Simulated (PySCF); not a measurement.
Species: C3H3BrO.
Z-matrix (Å and degrees, PBE0-D3(BJ)/def2-SVP geometry), rows numbered from 1:
```
O 
C   1  1.2063
C   2  1.4725  1  122.80
C   3  1.3389  2  126.20  1  -179.63
Br  4  1.8729  3  125.61  2     0.01
H   2  1.1167  1  121.62  3  -179.98
H   3  1.0949  2  115.68  1     0.29
H   4  1.0923  3  122.07  2   179.92
```

The calculation used MP2 and CCSD/aug-cc-pVDZ in PySCF, restricted Hartree–Fock reference, 13 core orbitals frozen, non-relativistic, gas phase, PBE0-D3(BJ)/def2-SVP geometry.

E(HF) = -2762.58917 Eh.

Task: How large is the problem?

Result: 155 basis functions and 64 electrons; 13 orbitals frozen, which leaves o = 19 correlated occupied and v = 123 virtual orbitals. That is o·v = 2337 singles and o·v(o·v + 1)/2 = 2731953 distinct closed-shell doubles amplitudes before symmetry; the costliest CCSD step grows as o²v⁴ = 8.3 × 10^10.

Task: What are the MP2 and CCSD correlation energies?

Result: MP2 -0.7384 Eh and CCSD -0.7693 Eh, which gives totals of -2763.32754 and -2763.35845 Eh. That is 0.551 eV for each correlated electron at CCSD (2020 kJ/mol in all, 0.028 % of the total energy); MP2 gives 96.0 % of the CCSD value.

Task: What is the T1 diagnostic?

Result: 0.0127, below the customary warning level of 0.02. It is the norm of the spatial-orbital singles amplitudes over the root of the number of correlated electrons, so the norm is 0.078.

Task: How does correlation change the dipole moment?

Result: HF gives 3.07 D and CCSD (unrelaxed density) 2.61 D, a change of -0.46 D.

No triples correction and no basis-set extrapolation were made.

The job also held the EOM ionisation roots. The run took 5.6 min wall on x86-64 server, one thread, no GPU (shared host).

One conformer stands for the species.
